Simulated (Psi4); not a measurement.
C4H6, triplet, geometry from GFN2-xTB (a higher spin typed on purpose: for a closed-shell molecule this is an excited state), with bond 10-4 at 1.6 times its length; PBE/6-31G (Psi4).

Psi4 was given this input:
```
memory 2 GB

molecule mol {
0 3
  C     1.754599    0.263780   -0.676610
  C     0.650068   -0.060478    0.177821
  C    -0.686995    0.056533   -0.167933
  C    -1.727704   -0.257642    0.660565
  H     2.194844    1.246211   -0.672374
  H     2.208582   -0.479428   -1.309498
  H     0.872095   -0.428401    1.179121
  H    -0.911263    0.421928   -1.162435
  H    -2.748788   -0.149124    0.344629
  H    -1.451819   -0.844368    2.255653
}

set basis 6-31g
set reference uks
set scf_type disk_df

energy('pbe')
print_variables()
```

The log (banner, timings and long lists left out):

```
   => Loading Basis Set <=

    Name: 6-31G
    Role: ORBITAL
    Keyword: BASIS

         ---------------------------------------------------------
                                   SCF
               by Justin Turney, Rob Parrish, Andy Simmonett
                          and Daniel G. A. Smith
                              UKS Reference
         ---------------------------------------------------------

  ==> Geometry <==

    Molecular point group: c1
    Full point group: C1

    Geometry (in Angstrom), charge = 0, multiplicity = 3:

       Center              X                  Y                   Z               Mass
    ------------   -----------------  -----------------  -----------------  -----------------
         C            1.753774761552     0.267641284604    -0.687085737200    12.000000000000
         C            0.649243761552    -0.056616715396     0.167345262800    12.000000000000
         C           -0.687819238448     0.060394284604    -0.178408737200    12.000000000000
         C           -1.728528238448    -0.253780715396     0.650089262800    12.000000000000
         H            2.194019761552     1.250072284604    -0.682849737200     1.007825032230
         H            2.207757761552    -0.475566715396    -1.319973737200     1.007825032230
         H            0.871270761552    -0.424539715396     1.168645262800     1.007825032230
         H           -0.912087238448     0.425789284604    -1.172910737200     1.007825032230
         H           -2.749612238448    -0.145262715396     0.334153262800     1.007825032230
         H           -1.452643238448    -0.840506715396     2.245177262800     1.007825032230

  Running in c1 symmetry.

  Rotational constants: A =      1.23127  B =      0.14181  C =      0.13052 [cm^-1]
  Rotational constants: A =  36912.45541  B =   4251.30257  C =   3912.90042 [MHz]
  Nuclear repulsion =  101.215774844542295

  Charge       = 0
  Multiplicity = 3
  Electrons    = 30
  Nalpha       = 16
  Nbeta        = 14

  ==> Algorithm <==

  SCF Algorithm Type is DISK_DF.
  DIIS enabled.
  MOM disabled.
  Fractional occupation disabled.
  Guess Type is SAD.
  Energy threshold   = 1.00e-06
  Density threshold  = 1.00e-06
  Integral threshold = 1.00e-12

  ==> Primary Basis <==

  Basis Set: 6-31G
    Blend: 6-31G
    Number of shells: 32
    Number of basis functions: 48
    Number of Cartesian functions: 48
    Spherical Harmonics?: false
    Max angular momentum: 1

  ==> DFT Potential <==

   => LibXC <=

    Version 7.1.2
    S. Lehtola, C. Steigemann, M. J. T. Oliveira, and M. A. L. Marques,  SoftwareX 7, 1–5 (2018) (10.1016/j.softx.2017.11.002)

   => Composite Functional: PBE <=

    PBE GGA Exchange-Correlation Functional

    J.P. Perdew et. al., Phys. Rev. Lett., 77(18), 3865-3868, 1996

    Deriv               =              1
    GGA                 =           TRUE
    Meta                =          FALSE

    Exchange Hybrid     =          FALSE
    MP2 Hybrid          =          FALSE

   => Exchange Functionals <=

    1.0000     XC_GGA_X_PBE

   => Correlation Functionals <=

    1.0000     XC_GGA_C_PBE

   => LibXC Density Thresholds  <==

    XC_GGA_C_PBE:  1.00E-12
    XC_GGA_X_PBE:  1.00E-15

   => Molecular Quadrature <=

    Radial Scheme          =       TREUTLER
    Pruning Scheme         =           NONE
    Nuclear Scheme         =       TREUTLER

    Blocking Scheme        =         OCTREE
    BS radius alpha        =              1
    Pruning alpha          =              1
    Radial Points          =             75
    Spherical Points       =            302
    Total Points           =         214402
    Total Blocks           =           1665
    Max Points             =            256
    Max Functions          =             47
    Weights Tolerance      =       1.00E-15

   => Loading Basis Set <=

    Name: (6-31G AUX)
    Role: JKFIT
    Keyword: DF_BASIS_SCF

  ==> Integral Setup <==

  ==> DiskDFJK: Density-Fitted J/K Matrices <==

[...]
    Irrep   Nso     Nmo
   -------------------------
     A         48      48
   -------------------------
    Total      48      48
   -------------------------

  ==> Iterations <==

                           Total Energy        Delta E     RMS |[F,P]|

   @DF-UKS iter SAD:  -154.97134137106116   -1.54971e+02   0.00000e+00
   @DF-UKS iter   1:  -155.15223450867828   -1.80893e-01   1.63363e-02 DIIS/ADIIS
   @DF-UKS iter   2:  -154.68811692355558    4.64118e-01   2.27004e-02 DIIS/ADIIS
   @DF-UKS iter   3:  -155.55100713917443   -8.62890e-01   2.31793e-03 DIIS/ADIIS
   @DF-UKS iter   4:  -155.54597810433671    5.02903e-03   3.04189e-03 DIIS/ADIIS
   @DF-UKS iter   5:  -155.55886918889183   -1.28911e-02   9.67654e-04 DIIS/ADIIS
   @DF-UKS iter   6:  -155.56016301239907   -1.29382e-03   2.02219e-04 DIIS/ADIIS
   @DF-UKS iter   7:  -155.56023139022921   -6.83778e-05   8.06705e-05 DIIS
   @DF-UKS iter   8:  -155.56024733024117   -1.59400e-05   3.16066e-05 DIIS
   @DF-UKS iter   9:  -155.56025163300046   -4.30276e-06   1.33750e-05 DIIS
   @DF-UKS iter  10:  -155.56025283835234   -1.20535e-06   4.86360e-06 DIIS
   @DF-UKS iter  11:  -155.56025305319162   -2.14839e-07   1.43557e-06 DIIS
   @DF-UKS iter  12:  -155.56025307122053   -1.80289e-08   4.21255e-07 DIIS
  Energy and wave function converged.

  ==> Post-Iterations <==

   Electrons on quadrature grid:
      Nalpha   =   16.0000092643 ; deviation = 9.264e-06
      Nbeta    =   14.0000010613 ; deviation = 1.061e-06
      Ntotal   =   30.0000103255 ; deviation = 1.033e-05

   @Spin Contamination Metric:   1.882716708E-02
   @S^2 Expected:                2.000000000E+00
   @S^2 Observed:                2.018827167E+00
   @S   Expected:                1.000000000E+00
   @S   Observed:                1.000000000E+00

    Orbital Energies [Eh]
    ---------------------

    Alpha Occupied:

[...]
      16A     -0.152569

    Alpha Virtual:

[...]
    Beta Occupied:

[...]
    Beta Virtual:

[...]
      48A      1.249583

    Final Occupation by Irrep:
              A
    DOCC [    14 ]
    SOCC [     2 ]
    NA   [    16 ]
    NB   [    14 ]

  @DF-UKS Final Energy:  -155.56025307122053

   => Energetics <=

    Nuclear Repulsion Energy =            101.2157748445422953
    One-Electron Energy =                -408.1958804277044237
    Two-Electron Energy =                 174.9612774205426717
    DFT Exchange-Correlation Energy =     -23.5414249086010621
    Empirical Dispersion Energy =           0.0000000000000000
    VV10 Nonlocal Energy =                  0.0000000000000000
    Total Energy =                       -155.5602530712205294

  UHF NO Occupations:
  HONO-2 :   14  A 1.9940756
  HONO-1 :   15  A 1.0000000
  HONO-0 :   16  A 1.0000000
  LUNO+0 :   17  A 0.0059244
  LUNO+1 :   18  A 0.0022251
  LUNO+2 :   19  A 0.0006763
  LUNO+3 :   20  A 0.0002118

Computation Completed

Properties will be evaluated at   0.000000,   0.000000,   0.000000 [a0]

Properties computed using the SCF density matrix

 Multipole Moments:

 ------------------------------------------------------------------------------------
     Multipole            Electronic (a.u.)      Nuclear  (a.u.)        Total (a.u.)
 ------------------------------------------------------------------------------------

 L = 1.  Multiply by 2.5417464519 to convert [e a0] to [Debye]
 Dipole X            :         -0.0436732            0.1487816            0.1051084
 Dipole Y            :          0.2991341           -0.1968820            0.1022522
 Dipole Z            :         -0.8111406            0.5364590           -0.2746816
 Magnitude           :                                                    0.3113732

 ------------------------------------------------------------------------------------

  Variable Map:
  ----------------------------------------------------------------------------
[...]
  Array Variable Map:
  ----------------------------------------------------------------------------
[...]
[...]
```
